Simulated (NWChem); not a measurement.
System: MoN2H2BrCl; SMILES [Cl][Mo](=[NH])([Br])=[NH]

Input file for NWChem:

```
start job
memory heap 200 mb stack 900 mb global 1100 mb
geometry units angstroms noautoz
  Mo     0.238516    -0.429304     0.000000
  N      1.189077    -0.735854     1.386444
  H      2.042808    -1.006710     1.873652
  N      1.189077    -0.735854    -1.386444
  H      2.042808    -1.006710    -1.873652
  Cl    -1.507867    -1.902722     0.000000
  Br    -0.299775     1.941743     0.000000
end
basis spherical
  Mo library def2-svp
  N library def2-svp
  H library def2-svp
  Cl library def2-svp
  Br library def2-svp
end
ecp
  Mo library def2-ecp
end
dft
  xc m06
  iterations 150
  mulliken
end
task dft energy
```

Output (shortened):

```
             Northwest Computational Chemistry Package (NWChem) 7.3.0
             --------------------------------------------------------

 CS  symmetry detected

                             Geometry "geometry" -> ""
                             -------------------------

 Output coordinates in angstroms (scale by  1.889725989 to convert to a.u.)

  No.       Tag          Charge          X              Y              Z
 ---- ---------------- ---------- -------------- -------------- --------------
    1 Mo                  42.0000     0.31168905    -0.46169218     0.00000000
    2 N                    7.0000     1.27683747    -0.71865065     1.38644400
    3 H                    1.0000     2.14343880    -0.94497281     1.87365200
    4 N                    7.0000     1.27683747    -0.71865065    -1.38644400
    5 H                    1.0000     2.14343880    -0.94497281    -1.87365200
    6 Cl                  17.0000    -1.35612195    -2.02349262     0.00000000
    7 Br                  35.0000    -0.34855626     1.87832859     0.00000000

 Effective nuclear repulsion energy (a.u.)     910.2100167459

      Symmetry information
      --------------------

 Group name             Cs
 Group number              2
 Group order               2
 No. of unique centers     5

                                 NWChem DFT Module
                                 -----------------

 Summary of "ao basis" -> "ao basis" (spherical)
 ------------------------------------------------------------------------------
       Tag                 Description            Shells   Functions and Types
 ---------------- ------------------------------  ------  ---------------------
 Mo                         def2-svp                11       31   5s3p2d1f
 N                          def2-svp                 6       14   3s2p1d
 H                          def2-svp                 3        5   2s1p
 Cl                         def2-svp                 8       18   4s3p1d
 Br                         def2-svp                12       32   5s4p3d

      Symmetry analysis of basis
      --------------------------

        a'         75
        a"         44

            General Information
            -------------------
          SCF calculation type: DFT
          Wavefunction type:  closed shell.
          No. of atoms     :     7
          No. of electrons :    82
           Alpha electrons :    41
            Beta electrons :    41
          Charge           :     0
          Spin multiplicity:     1
          Use of symmetry is: on ; symmetry adaption is: on
          Maximum number of iterations: 150
          AO basis - number of functions:   119
                     number of shells:    49
          Convergence on energy requested:  1.00D-06
          Convergence on density requested:  1.00D-05
          Convergence on gradient requested:  5.00D-04

              XC Information
              --------------
                          M06 Method XC Functional
                     Hartree-Fock (Exact) Exchange  0.270
                           M06 Exchange Functional  1.000
                         M06 Correlation Potential  1.000

             Grid Information
             ----------------
          Grid used for XC integration:  medium
          Radial quadrature: Mura-Knowles
          Angular quadrature: Lebedev.
          Tag              B.-S. Rad. Rad. Pts. Rad. Cut. Ang. Pts.
          ---              ---------- --------- --------- ---------
          Mo                  1.45      123           9.0       590
          N                   0.65       49          10.0       434
          H                   0.35       45          11.0       434
          Cl                  1.00       88          11.0       590
          Br                  1.15      112          11.0       590
          Grid pruning is: on
          Number of quadrature shells:   417
          Spatial weights used:  Erf1

      Superposition of Atomic Density Guess
      -------------------------------------

 Sum of atomic energies:       -3218.18823686

      Non-variational initial energy
      ------------------------------

 Total energy =   -3209.126252
 1-e energy   =   -5384.898057
 2-e energy   =    1721.613752
 HOMO         =      -0.363175
 LUMO         =      -0.053684

      Symmetry analysis of molecular orbitals - initial
      -------------------------------------------------

  Numbering of irreducible representations:

     1 a'          2 a"

  Orbital symmetries:

     1 a'          2 a'          3 a'          4 a'          5 a'
     6 a"          7 a'          8 a"          9 a'         10 a'
    11 a'         12 a"         13 a'         14 a'         15 a"
    16 a'         17 a'         18 a"         19 a'         20 a"
    21 a'         22 a'         23 a"         24 a'         25 a'
    26 a'         27 a"         28 a'         29 a'         30 a'
    31 a"         32 a'         33 a"         34 a'         35 a'
    36 a"         37 a'         38 a'         39 a"         40 a'
    41 a"         42 a'         43 a"         44 a'         45 a'
    46 a'         47 a"         48 a"         49 a'         50 a'
    51 a"

     ---------------------------------------------
      Total Density - Mulliken Population Analysis
     ---------------------------------------------

    Atom       Charge   Shell Charges
 -----------   ------   -------------------------------------------------------
    1 Mo  14    11.68  -0.39  1.55  0.87  0.30  0.05  5.94  0.36  0.15  2.31  0.47  0.07
    2 N    7     7.97   1.99  1.10  0.57  2.61  1.69  0.01
    3 H    1     0.74   0.58  0.12  0.04
    4 N    7     7.97   1.99  1.10  0.57  2.61  1.69  0.01
    5 H    1     0.74   0.58  0.12  0.04
    6 Cl  17    17.46   2.00  1.99  1.23  0.72  5.94  2.18  3.39  0.01
    7 Br  35    35.44   2.00  2.00  2.00  1.37  0.58  6.00  5.99  2.41  3.09  8.23  1.73  0.05

   convergence    iter        energy       DeltaE   RMS-Dens  Diis-err
 ---------------- ----- ----------------- --------- --------- ---------
 d= 0,ls=0.0,diis     1  -3212.2953066128 -3.67D+03  3.63D-02  2.88D+00
 d= 0,ls=0.0,diis     2  -3207.7261900285  4.57D+00  2.94D-02  3.92D+01
 d= 0,ls=0.0,diis     3  -3212.6339807394 -4.91D+00  4.88D-03  1.01D-01
 d= 0,ls=0.0,diis     4  -3212.6283402340  5.64D-03  2.64D-03  1.42D-01
 d= 0,ls=0.0,diis     5  -3212.6460492334 -1.77D-02  5.09D-04  2.30D-03
  Resetting Diis
 d= 0,ls=0.0,diis     6  -3212.6464586235 -4.09D-04  3.08D-04  1.02D-04
 d= 0,ls=0.0,diis     7  -3212.6464944438 -3.58D-05  1.26D-04  4.43D-05
 d= 0,ls=0.0,diis     8  -3212.6464884090  6.03D-06  7.44D-05  8.60D-05
 d= 0,ls=0.0,diis     9  -3212.6465011272 -1.27D-05  1.16D-05  2.32D-06
 d= 0,ls=0.0,diis    10  -3212.6465013447 -2.18D-07  3.86D-06  5.72D-07

         Total DFT energy =    -3212.646501344704
      One electron energy =    -5389.500138076212
           Coulomb energy =     1864.419085049331
    Exchange-Corr. energy =     -141.723502073566
 Nuclear repulsion energy =      454.158053755744

 Numeric. integr. density =       81.999994230444

                  Occupations of the irreducible representations
                  ----------------------------------------------

                     irrep           alpha         beta
                     --------     --------     --------
                     a'               28.0         28.0
                     a"               13.0         13.0

                       DFT Final Molecular Orbital Analysis
                       ------------------------------------

 Vector   39  Occ=2.000000D+00  E=-3.110055D-01  Symmetry=a"
              MO Center= -1.9D-01, -1.3D+00,  1.1D-13, r^2= 4.3D+00
   Bfn.  Coefficient  Atom+Function         Bfn.  Coefficient  Atom+Function
  ----- ------------  ---------------      ----- ------------  ---------------
    82      0.475705  6 Cl pz                79      0.351868  6 Cl pz
    76      0.203692  6 Cl pz                35     -0.198420  2 N  px
    54      0.198420  4 N  px                37      0.165608  2 N  pz
    56      0.165608  4 N  pz                38      0.152341  2 N  px
    57     -0.152341  4 N  px                18     -0.147174  1 Mo d  1

 Vector   40  Occ=2.000000D+00  E=-3.058343D-01  Symmetry=a'
              MO Center= -1.8D-01,  6.7D-01,  8.1D-14, r^2= 4.8D+00
   Bfn.  Coefficient  Atom+Function         Bfn.  Coefficient  Atom+Function
  ----- ------------  ---------------      ----- ------------  ---------------
   102      0.443084  7 Br px                99      0.392021  7 Br px
    96     -0.258987  7 Br px                81      0.229816  6 Cl py
   103      0.203217  7 Br py                36      0.187443  2 N  py
    55      0.187443  4 N  py               100      0.169404  7 Br py
    78      0.162264  6 Cl py                80     -0.157162  6 Cl px

 Vector   41  Occ=2.000000D+00  E=-2.993607D-01  Symmetry=a"
              MO Center=  1.4D-01,  1.1D+00,  9.2D-14, r^2= 3.8D+00
   Bfn.  Coefficient  Atom+Function         Bfn.  Coefficient  Atom+Function
  ----- ------------  ---------------      ----- ------------  ---------------
   104      0.512849  7 Br pz               101      0.452132  7 Br pz
    98     -0.298264  7 Br pz                37      0.156978  2 N  pz
    56      0.156978  4 N  pz                36      0.149735  2 N  py
    55     -0.149735  4 N  py                40     -0.121575  2 N  pz
    59     -0.121575  4 N  pz                39     -0.120941  2 N  py

 Vector   42  Occ=0.000000D+00  E=-1.029078D-01  Symmetry=a'
              MO Center=  1.2D-01, -3.6D-01, -9.1D-13, r^2= 3.1D+00
   Bfn.  Coefficient  Atom+Function         Bfn.  Coefficient  Atom+Function
  ----- ------------  ---------------      ----- ------------  ---------------
    19      0.632068  1 Mo d  2              15     -0.368180  1 Mo d -2
   102      0.287442  7 Br px                80      0.282818  6 Cl px
     6      0.219170  1 Mo px                24      0.195880  1 Mo d  2
    99      0.173475  7 Br px                 9     -0.164210  1 Mo px
    37     -0.156892  2 N  pz                40      0.157089  2 N  pz

 Vector   43  Occ=0.000000D+00  E=-6.852082D-02  Symmetry=a"
              MO Center=  6.2D-01, -5.2D-01,  6.2D-10, r^2= 2.4D+00
   Bfn.  Coefficient  Atom+Function         Bfn.  Coefficient  Atom+Function
  ----- ------------  ---------------      ----- ------------  ---------------
    16      0.768469  1 Mo d -1              39     -0.329909  2 N  py
    58      0.329909  4 N  py                36      0.280962  2 N  py
    55     -0.280962  4 N  py                21      0.207285  1 Mo d -1
    18     -0.186798  1 Mo d  1             104     -0.156287  7 Br pz
    82      0.144665  6 Cl pz               101     -0.081634  7 Br pz

 Vector   44  Occ=0.000000D+00  E=-6.682265D-02  Symmetry=a'
              MO Center=  4.1D-01, -3.1D-01, -6.3D-10, r^2= 3.3D+00
   Bfn.  Coefficient  Atom+Function         Bfn.  Coefficient  Atom+Function
  ----- ------------  ---------------      ----- ------------  ---------------
    15      0.664233  1 Mo d -2             103     -0.397250  7 Br py
    19      0.374568  1 Mo d  2              92      0.337788  7 Br s
    13     -0.257676  1 Mo py                20      0.247575  1 Mo d -2
    39     -0.241766  2 N  py                58     -0.241766  4 N  py
    36      0.217794  2 N  py                55      0.217794  4 N  py

     ---------------------------------------------
      Total Density - Mulliken Population Analysis
     ---------------------------------------------

    Atom       Charge   Shell Charges
 -----------   ------   -------------------------------------------------------
    1 Mo  14    13.32  -0.40  1.62  0.82  0.30 -0.02  5.99  0.53  0.21  3.61  0.59  0.07
    2 N    7     7.31   1.99  1.05  0.58  2.33  1.35  0.01
    3 H    1     0.82   0.70  0.08  0.04
    4 N    7     7.31   1.99  1.05  0.58  2.33  1.35  0.01
    5 H    1     0.82   0.70  0.08  0.04
    6 Cl  17    17.20   2.00  1.99  1.29  0.67  5.93  2.16  3.16  0.02
    7 Br  35    35.21   2.00  2.00  1.99  1.45  0.51  6.00  5.98  2.35  2.90  8.20  1.75  0.08

     -------------------------------------------
      Total Density - Lowdin Population Analysis
     -------------------------------------------

    Atom       Charge   Shell Charges
 -----------   ------   -------------------------------------------------------
    1 Mo  14    14.42   0.00  0.97  0.92  0.34  0.13  5.62  1.02  0.45  3.31  1.53  0.12
    2 N    7     7.04   1.97  0.81  0.47  2.17  1.59  0.03
    3 H    1     0.89   0.57  0.20  0.13
    4 N    7     7.04   1.97  0.81  0.47  2.17  1.59  0.03
    5 H    1     0.89   0.57  0.20  0.13
    6 Cl  17    16.86   2.00  1.96  1.04  0.73  5.82  2.26  3.04  0.02
    7 Br  35    34.86   2.00  2.00  1.96  1.10  0.68  5.99  5.81  2.45  2.84  7.84  2.03  0.15

     Multipole analysis of the density
     ---------------------------------

     L   x y z        total         alpha         beta         nuclear
     -   - - -        -----         -----         ----         -------
     0   0 0 0     -0.000000    -41.000000    -41.000000     82.000000

     1   1 0 0      1.316702      8.904448      8.904448    -16.492193
     1   0 1 0     -0.333824    -12.381516    -12.381516     24.429208
     1   0 0 1      0.000000      0.000000      0.000000     -0.000000

     2   2 0 0    -42.674313   -144.341559   -144.341559    246.008805
     2   1 1 0     -3.587819    -10.405692    -10.405692     17.223564
     2   1 0 1     -0.000000     -0.000000     -0.000000      0.000000
     2   0 2 0    -50.372372   -391.383880   -391.383880    732.395388
     2   0 1 1     -0.000000     -0.000000     -0.000000      0.000000
     2   0 0 2    -46.275645    -83.725073    -83.725073    121.174501
```

Level: M06/def2-SVP with def2 effective core potentials on Mo. Geometry: optimised at PBE0/def2-SVP. No frequency run checked for a minimum. def2 effective core potentials on Mo; no spin-orbit coupling.
